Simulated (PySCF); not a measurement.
**Electronic structure of Mg⁺ (magnesium, charge +1) at the r2SCAN level**

Configuration: [Ne] 3s1, 2S determinant. Computed with PySCF 2.14 in x2c-SVPall (4s3p1d, 18 functions), with scalar relativity by spin-free X2C-1e.

```
Total energy                        : -199.9955 hartree
One-electron energy                 : -275.6906 hartree
Hartree (Coulomb) energy            : 91.9468 hartree
Exchange-correlation energy         : -16.2517 hartree
⟨S²⟩                                : 0.7501
⟨L²⟩                                : 0.000
Sum of ⟨r⟩                          : 8.630 bohr
Sum of ⟨r²⟩                         : 14.11 bohr²
Langevin diamagnetic susceptibility : -11.2 ×10⁻⁶ cm³/mol
Time after the integrals            : 0.23 s of wall time on 1 thread of AMD EPYC 7R43 64-Core Processor (shared host)
```

```csv
shell,electrons,mean orbital energy (hartree),"rms radius, mean of both spins (bohr)"
1s α,1,-46.98980,0.151
1s β,1,-46.98727,0.151
2s α,1,-3.39988,0.759
2s β,1,-3.39655,0.759
2p α,3,-2.12047,0.778
2p β,3,-2.11577,0.778
3s α,1,-0.44119,3.05
```
